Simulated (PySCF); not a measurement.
Species: C3H8N2Sn.
Bonds: Sn1–N2, N2–C3, C3–C4, C4–C5, C5–N6 (double), N2–N6. Hydrogens: H7, H8, H9 on Sn1; H10, H11 on C3; H12, H13 on C4; H14 on C5.

Theory: PBE0-D3(BJ)/def2-SVP geometry optimisation, gas phase, def2 core potentials past Kr (PySCF 2.14.0).

Problem. How far are the bound atoms from Sn1?

Solution. 4 atoms: H9 1.704 Å, H7 1.713 Å, H8 1.718 Å, N2 2.053 Å. The nearest atom not counted as bound is N6, at 2.90 Å.

Problem. List the angles at Sn1.

Solution. 
| angle | degrees | distance of the outer atoms (Å) |
| --- | --- | --- |
| H7–Sn1–H9 | 112.8 | 2.85 |
| H8–Sn1–H9 | 111.7 | 2.83 |
| H7–Sn1–H8 | 110.6 | 2.82 |
| N2–Sn1–H8 | 110.2 | 3.10 |
| N2–Sn1–H9 | 106.3 | 3.01 |
| N2–Sn1–H7 | 104.8 | 2.99 |

Problem. What is the shape at Sn1?

Solution. Distorted tetrahedral: angles from 104.8° to 112.8°; τ4 = (360° − α − β)/141° = 0.96 with α and β the two widest (0 for a square, 1 for a tetrahedron). The Sn–H distances aren't all alike: 1.704 to 1.718 Å.

Problem. What are the other bond lengths?

Solution. N2–C3 1.466 Å; C3–C4 1.534 Å; C4–C5 1.508 Å; C5=N6 1.282 Å; N2–N6 1.361 Å; C3–H10 1.109 Å; C3–H11 1.100 Å; C4–H12, C4–H13 1.103 Å; C5–H14 1.092 Å.

Problem. Give some angles away from the centre.

Solution. Sn1–N2–C3 127.9°, Sn1–N2–N6 114.9°, C3–N2–N6 110.1°, N2–C3–C4 102.4°, C3–C4–C5 100.0°, C4–C5–N6 112.7°, N2–N6–C5 110.2°.

Problem. What are the rotational constants (commonest isotopes, rigid rotor)?

Solution. A = 7103, B = 976.6, C = 883.3 MHz: a near-prolate asymmetric top.

Point group: C1 (no symmetry element, even within 0.4 Å). Charge 0, singlet. Not checked by PBE0-D3(BJ)/def2-SVP frequencies.

One conformer stands for the species.
